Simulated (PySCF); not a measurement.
Species: C4H5NOSi.
Numbering: `[N:1]#[C:2]/[CH:3]=[C:4](\[SiH3:5])[CH:6]=[O:7]` (hydrogens: H8 on C3; H9, H10, H11 on Si5; H12 on C6)

Method: PySCF 2.14.0, PBE0-D3(BJ)/def2-SVP geometry optimisation, gas phase; density fitting, grid level 1; the optimiser is geomeTRIC in internal coordinates, started from a GFN2-xTB structure with every atom displaced at random (about 0.01 Å).

Step 0: E = -15621.7059 eV
```
atom  x, y, z in Å  |  force x, y, z in eV/Å
N1     -1.8394    2.6842    0.1408   -5.452   3.565   0.722
C2     -0.9104    2.0802    0.0169    4.216  -2.874  -0.571
C3      0.2691    1.3564   -0.1343    2.235   0.263  -0.311
C4      0.3974    0.0239   -0.0756   -2.463  -0.603   0.286
Si5    -1.0521   -1.2290    0.2146    0.802   1.027   0.548
C6      1.6591   -0.6239   -0.2278    1.717  -0.623  -0.118
O7      1.8080   -1.8255   -0.1599   -0.153   0.267  -0.026
H8      1.1882    1.9775   -0.3038   -0.567  -0.323   0.089
H9     -0.7668   -1.8626    1.5184   -0.059  -0.237   0.155
H10    -1.0396   -2.1479   -0.8931   -0.104  -0.702  -0.695
H11    -2.2965   -0.4510    0.2839   -0.364   0.138  -0.013
H12     2.5353    0.0424   -0.4019    0.194   0.101  -0.067
```

Step 1: E = -15621.9706 eV
```
atom  x, y, z in Å  |  force x, y, z in eV/Å
N1     -1.8572    2.7336    0.1583    0.571  -0.382  -0.081
C2     -0.8934    2.0942    0.0142   -0.572   0.481   0.090
C3      0.3031    1.3411   -0.1583   -0.372  -0.087  -0.314
C4      0.3592   -0.0056   -0.0835    0.438  -0.174   0.390
Si5    -1.0678   -1.2158    0.2548    0.016  -0.024  -0.412
C6      1.7189   -0.6094   -0.2010   -0.349  -0.078   0.095
O7      1.9273   -1.7861   -0.0471   -0.029   0.058  -0.078
H8      1.1847    1.9233   -0.4447    0.190   0.071   0.160
H9     -0.8275   -2.0381    1.4684    0.068   0.048   0.058
H10    -1.1170   -2.0867   -0.9631   -0.067   0.003   0.147
H11    -2.3293   -0.4340    0.3757    0.020  -0.005   0.037
H12     2.5511    0.1082   -0.3955    0.085   0.090  -0.093
```

Step 2: E = -15621.9962 eV
```
atom  x, y, z in Å  |  force x, y, z in eV/Å
N1     -1.8299    2.8166    0.1005    0.136  -0.073  -0.024
C2     -0.8949    2.1376   -0.0143   -0.187  -0.149   0.024
C3      0.2724    1.3312   -0.1508    0.202   0.100   0.010
C4      0.3532   -0.0154   -0.0652   -0.054   0.062   0.189
Si5    -1.0615   -1.2404    0.2471    0.002  -0.034  -0.194
C6      1.7092   -0.6056   -0.2015   -0.128   0.036  -0.150
O7      1.9231   -1.7856   -0.0932    0.001  -0.001   0.031
H8      1.1924    1.9084   -0.3225    0.022   0.009  -0.042
H9     -0.7928   -2.0323    1.4772    0.027   0.030   0.032
H10    -1.1211   -2.1377   -0.9432   -0.039  -0.017   0.048
H11    -2.3289   -0.4717    0.3778   -0.005   0.019   0.021
H12     2.5310    0.1196   -0.4338    0.024   0.016   0.056
```

Task: Estimate the geometry and energy of step 3. (The exact step hangs on the optimiser's Hessian estimate; all steps are aligned on step 2, rigid shifts and turns removed.)

Result: E = -15621.9970 eV, largest force 0.240 eV/Å
```
atom  x, y, z in Å  |  force x, y, z in eV/Å
N1     -1.8910    2.6738    0.0916   -0.160   0.092   0.009
C2     -0.9132    2.0621   -0.0176    0.203   0.123  -0.037
C3      0.3086    1.3419   -0.1484   -0.048  -0.024   0.176
C4      0.3791   -0.0039   -0.0580    0.106   0.019  -0.089
Si5    -1.0627   -1.1987    0.2348   -0.035  -0.057   0.021
C6      1.7181   -0.6149   -0.2116    0.018   0.072  -0.019
O7      1.9073   -1.8003   -0.1200    0.053  -0.072  -0.007
H8      1.2185    1.9501   -0.2816   -0.124  -0.081  -0.086
H9     -0.7953   -1.9710    1.4792    0.000   0.003   0.007
H10    -1.1634   -2.1166   -0.9321    0.004  -0.018  -0.022
H11    -2.3092   -0.3973    0.3749    0.004  -0.014   0.002
H12     2.5554    0.0994   -0.4327   -0.022  -0.043   0.046
```

The energy changes by -0.0007 eV. The first-order estimate −F·Δx gives -0.0306 eV and the mean of the old and new forces, exact on a quadratic surface, -0.0007 eV. The step makes an angle of 75° with the force vector and moves no atom by more than 0.156 Å.

What follows is the cost of the whole optimisation. Hardware: an Arm Neoverse V1 with one thread, shared host with 32 logical CPUs at a one-minute load of 36. Cost: 65 s of wall time, 0.54 GiB resident at most.
